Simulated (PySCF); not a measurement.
**Two-component Hartree-Fock for Mg⁷⁺ (magnesium, charge +7)**

Start: [He] 2s2 2p1; 2p3/2 filled at m_j = +3/2. Calculated with PySCF 2.14 in an uncontracted even-tempered set (18 s from 0.78 bohr⁻², ratio 2.4; 10 p from 1 bohr⁻², ratio 2.4; 5 d from 4.1 bohr⁻², ratio 2.6; 5 f from 6.2 bohr⁻², ratio 2.6): generalised Hartree-Fock with the X2C-1e Hamiltonian and a Gaussian nucleus; one run each with spin-orbit coupling (SO) screened by Boettger's factors, then bare. This is a chosen level, not necessarily the ground level.

```tsv
spinor shell	electrons	ε, screened SO (eV)	ε, bare SO (eV)	weight of nominal j (bare SO)	rms radius, bare SO (bohr)
1s1/2	2	-1588.6	-1588.6	1.000	0.150
2s1/2	2	-284.91	-284.91	1.000	0.639
2p3/2	1	-266.48	-266.45	1.000	0.575
```

| quantity | screened SO | bare SO |
| --- | --- | --- |
| E (hartree) | -172.03108 | -172.03000 |
| M_J | 3/2 | 3/2 |
| ⟨J²⟩ | 3.751 | 3.751 |
| ⟨L²⟩ | 2.001 | 2.001 |
| ⟨S²⟩ | 0.750 | 0.750 |

Each row is a mean over spinors that exchange with the open shell spreads, by up to 8.786 eV (2s1/2).
